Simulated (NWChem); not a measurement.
System: C₄H₅ cation

Output (shortened):

```
             Northwest Computational Chemistry Package (NWChem) 7.3.0
             --------------------------------------------------------

                             Geometry "geometry" -> ""
                             -------------------------

 Output coordinates in angstroms (scale by  1.889725989 to convert to a.u.)

  No.       Tag          Charge          X              Y              Z
 ---- ---------------- ---------- -------------- -------------- --------------
    1 C                    6.0000    -0.19729200    -1.85966000     0.00000000
    2 C                    6.0000     0.16018600    -0.62135600     0.00000000
    3 C                    6.0000     0.56028100     0.70008700     0.00000000
    4 C                    6.0000    -0.39308100     1.70005900     0.00000000
    5 H                    1.0000    -0.35673000    -2.41618300    -0.94861300
    6 H                    1.0000    -0.35673000    -2.41618300     0.94861300
    7 H                    1.0000     1.64095300     0.93541500     0.00000000
    8 H                    1.0000    -1.47156800     1.46467600     0.00000000
    9 H                    1.0000    -0.09380100     2.76308300     0.00000000

 Effective nuclear repulsion energy (a.u.)      95.7628827369

                                 NWChem DFT Module
                                 -----------------

 Summary of "ao basis" -> "ao basis" (spherical)
 ------------------------------------------------------------------------------
       Tag                 Description            Shells   Functions and Types
 ---------------- ------------------------------  ------  ---------------------
 C                          def2-svp                 6       14   3s2p1d
 H                          def2-svp                 3        5   2s1p

 in cosmo_initialize ...

 solvent parameters
 solvname_short: unkn
 solvname_long:  unknown
 dielec:       25.0000

          ---------------
          -cosmo- solvent
          ---------------
 Cosmo: York-Karplus, doi: 10.1021/jp992097l
 dielectric constant -eps-     =  25.00
 screen = (eps-1)/(eps    )    =   0.96000
 surface charge correction     = lagrangian

   van der Waals surface
 --------------------------

 ---------- ATOMIC COORDINATES (A.U.) ------------ VDWR(ANG.) --
     1   -0.37282782   -3.51424783    0.00000000     2.000
     2    0.30270765   -1.17419258    0.00000000     2.000
     3    1.05877757    1.32297260    0.00000000     2.000
     4   -0.74281538    3.21264567    0.00000000     2.000
     5   -0.67412195   -4.56592381   -1.79261864     1.300
     6   -0.67412195   -4.56592381    1.79261864     1.300
     7    3.10095153    1.76767804    0.00000000     1.300
     8   -2.78086029    2.76783630    0.00000000     1.300
     9   -0.17725819    5.22146975    0.00000000     1.300
 number of segments per atom =         32
 number of   points per atom =         32
 atom (   nspa,  nppa )
 ----------------------
    1 (     20,     0 )       0
    2 (     14,     0 )       0
    3 (     16,     0 )       0
    4 (     20,     0 )       0
    5 (     15,     0 )       0
    6 (     15,     0 )       0
    7 (     14,     0 )       0
    8 (     16,     0 )       0
    9 (     14,     0 )       0
 number of -cosmo- surface points =      144
 molecular surface =    106.621 angstrom**2
 molecular volume  =     88.258 angstrom**3
 G(cav/disp)       =      1.393 kcal/mol
 -lineq- algorithm             =   0
 -bem- low  level              =   2
 -bem- from -octahedral-
 gaussian surface charge width =   4.50000
 degree of switching           =   1.00000
 switching function tolerance  =   0.00010
 atomic radii =
 --------------
    1  6.000  2.000
    2  6.000  2.000
    3  6.000  2.000
    4  6.000  2.000
    5  1.000  1.300
    6  1.000  1.300
    7  1.000  1.300
    8  1.000  1.300
    9  1.000  1.300
 ...... end of -cosmo- initialization ......

            General Information
            -------------------
          SCF calculation type: DFT
          Wavefunction type:  closed shell.
          No. of atoms     :     9
          No. of electrons :    28
           Alpha electrons :    14
            Beta electrons :    14
          Charge           :     1
          Spin multiplicity:     1
          Use of symmetry is: off; symmetry adaption is: off
          Maximum number of iterations: 150
          AO basis - number of functions:    81
                     number of shells:    39
          Convergence on energy requested:  1.00D-06
          Convergence on density requested:  1.00D-05
          Convergence on gradient requested:  5.00D-04

[...]

                                   COSMO solvation results
                                   -----------------------

                 gas phase energy =      -154.894758311927
                 sol phase energy =      -154.985849985419
 (electrostatic) solvation energy =         0.091091673491 (   57.16 kcal/mol)

                       DFT Final Molecular Orbital Analysis
                       ------------------------------------

 Vector   12  Occ=2.000000D+00  E=-5.166347D-01
              MO Center= -5.8D-02,  1.3D+00,  8.9D-11, r^2= 2.4D+00
   Bfn.  Coefficient  Atom+Function         Bfn.  Coefficient  Atom+Function
  ----- ------------  ---------------      ----- ------------  ---------------
    46      0.299589  4 C  px                72     -0.289167  8 H  s
    77      0.267230  9 H  s                 67     -0.248814  7 H  s
    32     -0.234587  3 C  px                47      0.233454  4 C  py
    19      0.194987  2 C  py                33     -0.116765  3 C  py
    16      0.114380  2 C  s                 17      0.106518  2 C  s

 Vector   13  Occ=2.000000D+00  E=-4.287412D-01
              MO Center=  1.6D-01,  5.0D-01,  4.0D-11, r^2= 2.5D+00
   Bfn.  Coefficient  Atom+Function         Bfn.  Coefficient  Atom+Function
  ----- ------------  ---------------      ----- ------------  ---------------
    34      0.421344  3 C  pz                48      0.301570  4 C  pz
    37      0.267587  3 C  pz                20      0.211260  2 C  pz
    51      0.170921  4 C  pz                 6     -0.140466  1 C  pz
    23      0.124634  2 C  pz                57      0.122622  5 H  s
    62     -0.122622  6 H  s                  9     -0.093285  1 C  pz

 Vector   14  Occ=2.000000D+00  E=-4.110413D-01
              MO Center=  5.8D-02, -1.0D+00,  1.2D-13, r^2= 1.9D+00
   Bfn.  Coefficient  Atom+Function         Bfn.  Coefficient  Atom+Function
  ----- ------------  ---------------      ----- ------------  ---------------
    18      0.411274  2 C  px                 4      0.390661  1 C  px
    21      0.247216  2 C  px                 7      0.228204  1 C  px
    67     -0.143345  7 H  s                 32     -0.128713  3 C  px
    19     -0.115815  2 C  py                 5     -0.112654  1 C  py
    47     -0.102214  4 C  py                22     -0.092980  2 C  py

 Vector   15  Occ=0.000000D+00  E=-1.351766D-01
              MO Center= -1.4D-01,  3.3D-01, -1.1D-10, r^2= 3.3D+00
   Bfn.  Coefficient  Atom+Function         Bfn.  Coefficient  Atom+Function
  ----- ------------  ---------------      ----- ------------  ---------------
    20      0.439090  2 C  pz                48     -0.422499  4 C  pz
    51     -0.399630  4 C  pz                23      0.389768  2 C  pz
    57      0.148217  5 H  s                 62     -0.148217  6 H  s
    58      0.129328  5 H  s                 63     -0.129328  6 H  s
     6     -0.056146  1 C  pz                 9     -0.048515  1 C  pz

 Vector   16  Occ=0.000000D+00  E=-1.554865D-03
              MO Center=  4.3D-02, -1.0D+00, -4.2D-12, r^2= 2.8D+00
   Bfn.  Coefficient  Atom+Function         Bfn.  Coefficient  Atom+Function
  ----- ------------  ---------------      ----- ------------  ---------------
     7      0.610659  1 C  px                21     -0.496873  2 C  px
    18     -0.425237  2 C  px                 4      0.409165  1 C  px
    45     -0.357701  4 C  s                 68      0.297606  7 H  s
    22      0.281686  2 C  py                78      0.225252  9 H  s
    36      0.154695  3 C  py                44     -0.151010  4 C  s

 Vector   17  Occ=0.000000D+00  E= 3.601713D-02
              MO Center=  1.2D-01,  3.6D-01, -1.9D-09, r^2= 3.4D+00
   Bfn.  Coefficient  Atom+Function         Bfn.  Coefficient  Atom+Function
  ----- ------------  ---------------      ----- ------------  ---------------
    37      0.705909  3 C  pz                51     -0.511564  4 C  pz
    23     -0.453961  2 C  pz                34      0.449394  3 C  pz
    20     -0.326541  2 C  pz                58     -0.312054  5 H  s
    63      0.312054  6 H  s                 48     -0.301687  4 C  pz
    57     -0.140652  5 H  s                 62      0.140652  6 H  s

     Multipole analysis of the density
     ---------------------------------

     L   x y z        total         alpha         beta         nuclear
     -   - - -        -----         -----         ----         -------
     0   0 0 0      1.000000    -14.000000    -14.000000     29.000000

     1   1 0 0     -0.317597     -0.293619     -0.293619      0.269641
     1   0 1 0      0.202283      0.247039      0.247039     -0.291796
     1   0 0 1     -0.000000     -0.000000     -0.000000      0.000000

     2   2 0 0    -14.722649    -22.216269    -22.216269     29.709888
     2   1 1 0      0.440988     -1.194290     -1.194290      2.829569
     2   1 0 1     -0.000000     -0.000000     -0.000000      0.000000
     2   0 2 0     -2.230536   -118.387648   -118.387648    234.544759
     2   0 1 1      0.000000      0.000000      0.000000      0.000000
     2   0 0 2    -15.901645    -11.164304    -11.164304      6.426963
```

Level: M05-2X/def2-SVP, COSMO on the gas-phase geometry. The geometry was optimised at PBE-D3(BJ)/def2-SVP. COSMO prints the solvation energy as gas minus solution, so a positive value is a stabilisation.

Question: Reconstruct the input file.

Answer: This is not unique; one that fits is the input that was run:
```
start job
memory heap 200 mb stack 900 mb global 1100 mb
charge 1
geometry units angstroms noautosym nocenter noautoz
  C     -0.197292    -1.859660     0.000000
  C      0.160186    -0.621356     0.000000
  C      0.560281     0.700087     0.000000
  C     -0.393081     1.700059     0.000000
  H     -0.356730    -2.416183    -0.948613
  H     -0.356730    -2.416183     0.948613
  H      1.640953     0.935415     0.000000
  H     -1.471568     1.464676     0.000000
  H     -0.093801     2.763083     0.000000
end
basis spherical
  * library def2-svp
end
dft
  xc m05-2x
  iterations 150
end
cosmo
  dielec 25.0
end
task dft energy
```
